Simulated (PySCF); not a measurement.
C₂H₄NO (SMILES [CH2]C(N)=O), doublet, at a GFN2-xTB geometry, with bond 8-3 at 2.0 times its length. Base run: PySCF with HF/def2-SVP.

PySCF was given this input:
```python
from pyscf import gto, scf

mol = gto.Mole()
mol.atom = '''
    O     0.26454729    1.29773969    0.28038356
    C    -0.00493724    0.12821280    0.02873673
    N     0.98714613   -0.78717018   -0.20832170
    C    -1.33891368   -0.38189073   -0.04047884
    H     0.79601498   -1.74930651   -0.41636310
    H    -1.54281494   -1.41283947   -0.26342944
    H    -2.15856718    0.28838609    0.13621077
    H     2.89699675   -0.16462744   -0.13324270
'''
mol.basis = 'def2-svp'
mol.spin = 1
mol.verbose = 4
mol.build()

mf = scf.UHF(mol)
mf.kernel()
mf.analyze()
```

Variants of this job, named by their change:

```tsv
change	ΔE vs base (µEh)	SCF cycles	<S^2>	outcome
base	0.0	22	0.801	converged
conv_tol = 1e-12	0.0	28	0.801	converged
diis_space = 12	0.0	19	0.801	converged
level_shift = 0.1 (with mf.max_cycle = 100)	0.0	25	0.801	converged
diis_space = 4	0.0	35	0.801	converged
diis = off; damp = 0.6 (with mf.diis_start_cycle = 200; with mf.max_cycle = 150)	-	150	-	not converged
level_shift = 0.5 (with mf.max_cycle = 100)	0.0	53	0.801	converged
conv_tol_grad = 1e-7	0.0	40	0.801	converged
init_guess = 1e	0.0	27	0.801	converged
DIIS = EDIIS	-	50	-	not converged
damp = 0.5; diis_start_cycle = 5	0.0	28	0.801	converged
conv_tol_grad = 1e-3	0.0	22	0.801	converged
init_guess = atom	0.0	27	0.801	converged
```

Open shells are given as the SCF converged; they aren't shown to be the lowest states, and a large step between rows can be another state.
